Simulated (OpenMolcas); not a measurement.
## As IV: CASPT2 settings compared

```yaml
Program: OpenMolcas
Basis: ANO-R1 [5s4p3d1f]
Scalar_Hamiltonian: X2C, finite nucleus
Active_space: 2 electrons in 4 orbitals (4s 4p)
State_averaging: 2S+1 = 3 even, 3 roots (0 in the spin-orbit step); 2S+1 = 1 even, 1 root; 2S+1 = 3 odd, 3 roots; 2S+1 = 1 odd, 3 roots
Spin-orbit_coupling: state interaction with AMFI integrals over the reference wave functions, term energies averaged over their components
```

Methods on the same reference wave functions:
A. CASSCF
B. SS-CASPT2, IPEA 0.15 Eh, imaginary shift 0.3 Eh (closed shells correlated: none)
C. XMS-CASPT2, IPEA 0.3 Eh, imaginary shift 0.4 Eh (closed shells correlated: 3d)
D. XMS-CASPT2, IPEA 0.5 Eh, sigma1 regulariser 0.2 Eh (closed shells correlated: 3d)

Energies in eV above 4s2 1S0, the measured ground level; measured values from Moore, Atomic Energy Levels, vol. II, NSRDS-NBS 35 (1971 reprint of NBS Circular 467, 1952).

```
      Level        A       B       C       D  Measured
    4s2 1S0   0.0000  0.0000  0.0000  0.0000    0.0000
4s 4p 3P* 0   8.9146   8.829   8.914   8.917          
4s 4p 3P* 1   9.0526   8.966   9.050   9.053    9.5421
4s 4p 3P* 2   9.3472   9.262   9.346   9.349    9.8558
4s 4p 1P* 1  14.8613  14.100  13.733  13.758   13.8890
```

Deviations, from unrounded energies. A percentage is the sum of absolute deviations over the sum of measured energies, with the sign that they share, or ± where signs differ.

```
           Against measurement  Levels     A     B     C     D
mean absolute deviation (cm-1)       3  5300  3700  3100  3000
      other configurations (%)       3  ±5.9  ±4.1  -3.5  -3.4
```

C, D lie about equally close to measurement and A furthest from it. The largest miss of D in the table is 4s 4p 3P* 2, by -4100 cm-1. The ranking rests on the paired levels alone, and a cruder setting can come out closer through cancelling errors.

Among B to D the level of the table that moves most is 4s 4p 1P* 1, by 3000 cm-1 (lowest in C, highest in B). Moves below CASPT2's spread within the term are not significant.

The lowest spin-free term lies below A's lowest term by 0.001 hartree in B, 0.352 hartree in C, 0.352 hartree in D.

CASPT2 breaks the degeneracy within a term, and the mean is taken; among the terms shown or strongly mixed into the levels shown the widest spread is 15 cm-1 (4s 4p 1P*, D). Some high roots are left out of the spin-orbit mixing, which shifts the levels that they would mix with. The basis is small and was not contracted for so high a charge. Computed and measured levels are paired by configuration, term and J; levels that our copy of the source lacks, or whose pairing is in doubt (as where it misses far off the trend of its configuration), stay unpaired and out of the deviations. Levels of configurations outside the active space are missing.

* marks odd parity.
